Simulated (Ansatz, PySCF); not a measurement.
Molecule: sum formula NHTeI, net charge 0, doublet state. It need not be the lowest isomer of its formula. SMILES: [NH][Te]I
Geometry from a B3LYP-D3(BJ)/def2-TZVP (Ansatz, a first-principles code) optimisation:
```
Te
N 1 1.9291
H 2 1.0227 1 112.74
I 1 2.7445 2 107.92 3 0.00
```
Charge 0, spin multiplicity 2.

Quantity: atomisation energy (electronic, to ground-state atoms), in kcal/mol. Cores are frozen in the correlated levels unless marked. UHF or UKS for open shells. Spin-orbit coupling is left out. The frozen core is the preceding noble-gas configuration, with the filled d and f shells of earlier blocks. In def2 rows, elements after Kr have scalar-relativistic effective core potentials. The coupled-cluster limit lacks core correlation, which all-electron functionals hold. Basis-set limits of correlation are two-point, X^-3; Hartree-Fock from the larger set. [CCSD(T)-MP2]/basis is that difference in the basis named.

```tsv
level	program	atomisation energy (kcal/mol)
HF/def2-SVP	Ansatz	69.7
HF/def2-TZVPD	PySCF	80.5
HF/def2-TZVPPD	Ansatz	81.0
HF/def2-QZVPPD	Ansatz	82.2
PBE-D3(BJ)/def2-TZVPD	Ansatz + dftd3	217.6
PBE-D4/def2-TZVPD	Ansatz + dftd4	217.8
revPBE-D4/def2-TZVPD	Ansatz + dftd4	207.7
```

### Question
What does RI-MP2/CBS(def2-TZVPPD,def2-QZVPPD)+[CCSD(T)-MP2]/def2-TZVPPD (Ansatz) give?

### Answer
193.2 kcal/mol
